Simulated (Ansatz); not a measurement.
Reactions of H5OPSi (`[SiH3]OP`).

Isolated molecules relaxed with PBE0-D4/def2-TZVP in Ansatz; ΔE leaves out vibrations. CBS: MP2 limit from def2 TZ/QZ plus the TZ coupled-cluster correction, frozen cores. This one scheme is used for every species. Functionals use def2-TZVPP. For As, Se, Zn outer-core shells are correlated without core-valence functions, which leaves a few kJ/mol of doubt a bond. Scalar relativity is left out up to krypton. One conformer a species, not always the lowest.

```tsv
reaction	B2PLYP (eV)	MP2/CBS(def2) (eV)	ωB97M-V (eV)	CCSD(T)/CBS(def2) (eV)
`[SiH3]OP` + H₂Se → `P[SeH]` + silanol	-0.29	-0.36	-0.27	-0.31
`[SiH3]OP` + CH₃NH₂ → `CNP` + silanol	0.11	0.07	0.10	0.10
`[SiH3]OP` + `O[AsH2]` → `PO[AsH2]` + silanol	0.03	0.00	0.03	0.02
`[SiH3]OP` + `[NH2][ZnH]` → `P[NH][ZnH]` + silanol	0.02	-0.01	0.02	0.01
`[SiH3]OP` + `PBS` → `PBSP` + silanol	-0.13	-0.23	-0.13	-0.18
`[SiH3]OP` + `[AlH2][SiH3]` → `[SiH3][AlH][PH2]` + silanol	-0.68	-0.76	-0.66	-0.74
```

Largest T1 diagnostic: 0.016, for `PBSP`.
